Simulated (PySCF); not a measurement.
# Fine-structure interval of Xe⁺ by level of theory

Xe⁺ [Kr] 4d10 5s2 5p5 [5p1/2^2 5p3/2^3, M_J = 3/2] → Xe⁺ [Kr] 4d10 5s2 5p5 [5p1/2^1 5p3/2^4, M_J = 1/2], as a difference of total energies. All numbers are calculated (PySCF 2.14, the two-component X2C-1e Hamiltonian, in x2c-QZVPPall-2c (13s13p9d4f1g, 134 functions)). Correlated levels: [Ar] 3d10 frozen; the 32 highest virtual spinors dropped. "Screened" scales the spin-orbit matrix elements by Boettger's factors to mimic the two-electron term; Breit and QED terms are absent.

```tsv
method	fine-structure interval (cm⁻¹)	error (cm⁻¹)
GHF (screened spin-orbit)	10056	-481
GMP2 (screened spin-orbit)	10985	+448
GHF (bare spin-orbit)	10471	-66
```

Reference: 10537 cm⁻¹ (measured; NIST Handbook of Basic Atomic Spectroscopic Data (Sansonetti and Martin, J. Phys. Chem. Ref. Data 34, 1559 (2005))).
